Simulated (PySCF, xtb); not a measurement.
sulfur hexafluoride cation (F₆S), SMILES S(F)(F)(F)(F)(F)F (connectivity only; charge and spin as stated), charge +1, multiplicity 2.

Geometry: TPSSh-D3(BJ)/def2-SVP. The spin state was assumed, not searched.

Method: PySCF with IEF-PCM-PBE0/def2-SVP.

The values are the electrostatic part of the solvation free energy, E(continuum) − E(gas) at the gas-phase geometry, in a cavity of scaled van der Waals radii (PySCF's table); cavitation and dispersion terms are not included.

```csv
solvent,ε,ΔG(elec) (kcal/mol)
water,78.36,[?]
cyclohexanone,15.62,-57.5
chloroform,4.71,-47.8
```

Task: What belongs in the gaps? (An estimate is asked for; the answer gives what the named calculation found.)

Result: 
- water, ΔG(elec) (kcal/mol): -61.1

For comparison, GFN2-xTB/ALPB(water) (xtb, at the GFN2-xTB geometry, all terms of that model) gives -64.2 kcal/mol.
